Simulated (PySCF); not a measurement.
Vibration and rotation of CaHg⁺

UHF-CCSD(T) constants of CaHg⁺, ²Σ⁺ (doublet), unpaired electrons σ ↑ (basis Ca def2-SVP, Hg def2-SVP with ECP60; scalar-relativistic core potentials; PySCF 2.14; masses 39.9626 and 201.9706 u):

| Property | Result |
| --- | --- |
| ωe | 87.1 cm⁻¹ |
| ωexe | 0.662 cm⁻¹ |
| Be | 0.044045 cm⁻¹ |
| αe | 0.000392 cm⁻¹ |
| D (centrifugal) | 4.51e-08 cm⁻¹ |
| De to Ca⁺ + Hg | 0.357 eV |

Task: Give the vibrational terms G(v) and spacings up to v = 6.

Result: G(v) = ωe(v+½) − ωexe(v+½)².

```json
{"v": "0", "G(v) (cm⁻¹)": "43.4", "G(v) − G(v−1)": "", "Bv (cm⁻¹)": "0.04385"}
{"v": "1", "G(v) (cm⁻¹)": "129.2", "G(v) − G(v−1)": "85.8", "Bv (cm⁻¹)": "0.04346"}
{"v": "2", "G(v) (cm⁻¹)": "213.6", "G(v) − G(v−1)": "84.5", "Bv (cm⁻¹)": "0.04306"}
{"v": "3", "G(v) (cm⁻¹)": "296.7", "G(v) − G(v−1)": "83.1", "Bv (cm⁻¹)": "0.04267"}
{"v": "4", "G(v) (cm⁻¹)": "378.5", "G(v) − G(v−1)": "81.8", "Bv (cm⁻¹)": "0.04228"}
{"v": "5", "G(v) (cm⁻¹)": "459.0", "G(v) − G(v−1)": "80.5", "Bv (cm⁻¹)": "0.04189"}
{"v": "6", "G(v) (cm⁻¹)": "538.2", "G(v) − G(v−1)": "79.2", "Bv (cm⁻¹)": "0.04150"}
```

Task: How well does the Morse estimate ωe²/(4ωexe) reproduce De, and what is D0?

Result: It gives 0.355 eV, 99 % of the computed De. D0 = De − G(0) = 0.357 − 0.005 = 0.352 eV.

Correlated steps freeze 5 core orbitals. The bond is weak. Basis-set superposition, not corrected here, can be much of De in a small basis, most of all at correlated wavefunction levels. Spin–orbit coupling is left out. For an ion De counts to the pair picked by the measured ionisation energies or electron affinities, which need not be the lowest pair at this level. The state was picked by a PBE0 search and need not be the measured ground state.
